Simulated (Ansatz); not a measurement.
```yaml
crystal:
  periodic: [false, false, false]
  atoms:
    - {symbol: C, position_ang: [4.162789, -4.339712, -2.689346]}
    - {symbol: C, position_ang: [1.644512, -2.243402, -2.587290]}
    - {symbol: O, position_ang: [-0.911730, -2.870518, -2.537666]}
    - {symbol: O, position_ang: [2.585610, 0.595284, -2.527634]}
    - {symbol: Si, position_ang: [0.408367, 3.436679, -2.000147]}
    - {symbol: Cl, position_ang: [3.076567, 6.778068, -0.813618]}
    - {symbol: Cl, position_ang: [-1.739604, 4.476273, -5.741351]}
    - {symbol: O, position_ang: [-2.166565, 2.918370, 0.487647]}
    - {symbol: C, position_ang: [-1.742800, 1.449426, 3.058541]}
    - {symbol: C, position_ang: [-4.568426, 0.989020, 4.655742]}
    - {symbol: O, position_ang: [0.642098, 0.651993, 3.837076]}
    - {symbol: H, position_ang: [5.443371, -4.104635, -0.669463]}
    - {symbol: H, position_ang: [5.611970, -3.791944, -4.523136]}
    - {symbol: H, position_ang: [3.350647, -6.578900, -2.895003]}
    - {symbol: H, position_ang: [-5.695762, 3.088094, 4.949245]}
    - {symbol: H, position_ang: [-4.149806, -0.046952, 6.769378]}
    - {symbol: H, position_ang: [-5.992595, -0.407585, 3.315466]}
basis:
  gaussian: {orbitals: STO-3G}
hamiltonian: {xc: {name: PBE-QIDH}}
output: {forces: true}
```

```sh
$ ansatz run in.yaml --threads 4 --pin off --events-out ev --progress --plain --max-ram 46080MiB --backend cpu
```

Shortened log:

```
Functional definition: PBE-QIDH
853 factors; integrals over basis functions are off by at most 3.4e-5 eV
mean field evaluation 1: about -44481.5342 eV, gradient 6.6e1 eV
mean field evaluation 2: about -44481.5483 eV, gradient 6.6e1 eV
mean field evaluation 4: about -44079.1930 eV, gradient 9.6e1 eV
mean field evaluation 8: about -44642.7271 eV, gradient 3.6e1 eV
mean field evaluation 16: about -44674.2520 eV, gradient 5.1e0 eV
mean field evaluation 32: about -44675.0078 eV, gradient 9.3e-2 eV
mean field evaluation 64: about -44675.0185 eV, gradient 1.4e-1 eV
mean field evaluation 96: about -44675.0298 eV, gradient 2.5e-2 eV
mean field -44675.02990906 eV, -1641.7770673352 hartree, gradient 3.1e-8 eV, S^2 0.000000; 6 other end points of the search recorded, 0 dependent functions left out; unrestricted orbitals would lower it
23 core orbitals not correlated: weight in the atoms' cores, before any rotation towards them, 1.000 or more for the frozen orbitals, at most 0.000 for the correlated occupied ones
reference -44675.02992833 eV, -1641.7770680433 hartree; 32, 32 occupied and 18, 18 virtual orbitals, 853 factors
second order -38.17804274 eV of doubles, -0.00000000 eV of singles
Total energy: -44687.75594258 eV, -1642.2447404408 hartree
Atom 0 at     4.162789    -4.339712    -2.689346 Å, force     2.126097    -0.936914     0.211109 eV/Å
Atom 1 at     1.644512    -2.243402    -2.587290 Å, force    -1.239883    -0.414279     0.023146 eV/Å
Atom 2 at    -0.911730    -2.870518    -2.537666 Å, force     1.315902     0.407469    -0.022861 eV/Å
Atom 3 at     2.585610     0.595284    -2.527634 Å, force    -0.091597     0.014079     0.007347 eV/Å
Atom 4 at     0.408367     3.436679    -2.000147 Å, force     0.009239     0.071992    -0.042001 eV/Å
Atom 5 at     3.076567     6.778068    -0.813618 Å, force    -0.074483    -0.070255    -0.049344 eV/Å
Atom 6 at    -1.739604     4.476273    -5.741351 Å, force     0.065208    -0.003827     0.092839 eV/Å
Atom 7 at    -2.166565     2.918370     0.487647 Å, force     0.090781    -0.014382    -0.008706 eV/Å
Atom 8 at    -1.742800     1.449426     3.058541 Å, force     1.137409    -0.439127     0.474313 eV/Å
Atom 9 at    -4.568426     0.989020     4.655742 Å, force    -2.269454    -0.247069     0.483763 eV/Å
Atom 10 at     0.642098     0.651993     3.837076 Å, force    -1.212084     0.448369    -0.475002 eV/Å
Atom 11 at     5.443371    -4.104635    -0.669463 Å, force    -1.348582    -0.329304    -2.392394 eV/Å
Atom 12 at     5.611970    -3.791944    -4.523136 Å, force    -1.383512    -0.594318     1.920125 eV/Å
Atom 13 at     3.350647    -6.578900    -2.895003 Å, force     0.736594     1.790362     0.167534 eV/Å
Atom 14 at    -5.695762     3.088094     4.949245 Å, force     1.045632    -2.183355    -0.303235 eV/Å
Atom 15 at    -4.149806    -0.046952     6.769378 Å, force    -0.420180     0.841020    -1.700057 eV/Å
Atom 16 at    -5.992595    -0.407585     3.315466 Å, force     1.512912     1.659541     1.613424 eV/Å
Dipole moment:     0.287895     2.404550    -1.403321 e Å
```

Question: Something in this input is off. What?

Answer: The geometry is stretched to more than twice its size. The run converged. The result belongs to that input, not to the molecule as meant.
